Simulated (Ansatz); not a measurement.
Ga(Me)(OH)2 (CH5GaO2), SMILES [CH3][Ga]([OH])[OH]. Atoms are numbered in the order given.

```xyz
9

Ga    -0.0082     0.0168    -0.0128
C     -1.3815    -1.3805    -0.0713
H     -0.9839    -2.2891    -0.5491
H     -2.2431    -1.0208    -0.6517
H     -1.7157    -1.6430     0.9438
O     -0.2251     1.5427    -0.9215
H      0.5174     2.1527    -0.8190
O      1.5530    -0.0059     0.8797
H      1.7248    -0.8063     1.3908
```
Charge 0, spin multiplicity 1.

Coordinates come from a B3LYP-D3(BJ)/def2-SVP optimisation. The structure was generated by enumeration; whether it is a known compound was not checked. The values are those of a single conformer.

Two levels are set side by side: PBE-D3(BJ)/def2-SVP (Ansatz, an electronic-structure program) and B3LYP-D3(BJ)/def2-SVP (Ansatz). Each level has its own optimised geometry; the coordinates shown are those of the second. Differences are taken from unrounded values.

| quantity | B3LYP-D3(BJ) | PBE-D3(BJ) | PBE-D3(BJ) minus B3LYP-D3(BJ) |
|---|---|---|---|
| mean bond length (Å) | 1.347 | 1.356 | 0.008 |
| bond Ga1–C2 (Å) | 1.960 | 1.961 | 0.001 |
| bond Ga1–O6 (Å) | 1.789 | 1.802 | 0.013 |
| bond Ga1–O8 (Å) | 1.798 | 1.812 | 0.013 |
| bond C2–H3 (Å) | 1.101 | 1.108 | 0.007 |
| bond C2–H4 (Å) | 1.099 | 1.107 | 0.007 |
| bond C2–H5 (Å) | 1.101 | 1.107 | 0.007 |
| bond O6–H7 (Å) | 0.966 | 0.975 | 0.009 |
| bond O8–H9 (Å) | 0.965 | 0.974 | 0.009 |

Exact exchange shortens and stiffens bonds; PBE has none. Differences between two approximate levels are no errors against the true value.
